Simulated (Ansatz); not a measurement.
Start from `C[Si](F)(F)C#N` and change one atom or group to get `C[SiH](F)C#N`.

Ansatz, PBE0-D4/def2-TZVP geometries, multiplicity 1. 

```
                                                                                  property  `C[Si](F)(F)C#N`
                                                         LUMO energy (PBE/def2-TZVPP) / eV             -1.92
ideal-gas entropy at 298 K and 1 bar (rigid rotor, harmonic PBE0-D4/def2-TZVP) / J/(mol·K)               352
                                          size of the dipole moment (B3LYP/def2-TZVPP) / D              3.62
                                                        HOMO energy (PBE0/def2-TZVPP) / eV            -10.28
                                                      HOMO–LUMO gap (PBE0/def2-TZVPP) / eV              9.36
                                                     HOMO energy (ωB97M-V/def2-TZVPP) / eV            -12.60
```

Task: Give the same properties after the change, and the shifts. (Best estimate.)

Result: Ansatz gave: 
| property | `C[SiH](F)C#N` | shift |
| --- | --- | --- |
| LUMO energy (PBE/def2-TZVPP) / eV | -1.99 | -0.07 |
| ideal-gas entropy at 298 K and 1 bar (rigid rotor, harmonic PBE0-D4/def2-TZVP) / J/(mol·K) | 333 | -19 |
| size of the dipole moment (B3LYP/def2-TZVPP) / D | 3.79 | 0.17 |
| HOMO energy (PBE0/def2-TZVPP) / eV | -9.71 | 0.57 |
| HOMO–LUMO gap (PBE0/def2-TZVPP) / eV | 8.69 | -0.67 |
| HOMO energy (ωB97M-V/def2-TZVPP) / eV | -11.97 | 0.63 |

With PBE0 the HOMO rises by 0.57 eV and the LUMO falls by 0.10 eV, so the gap narrows by about 0.67 eV. PBE moves the HOMO by 0.36 eV and ωB97M-V by 0.63 eV. Dipoles are sizes alone; their direction can turn.

B3LYP here is the variant with VWN-RPA as its local correlation; programs differ in this.
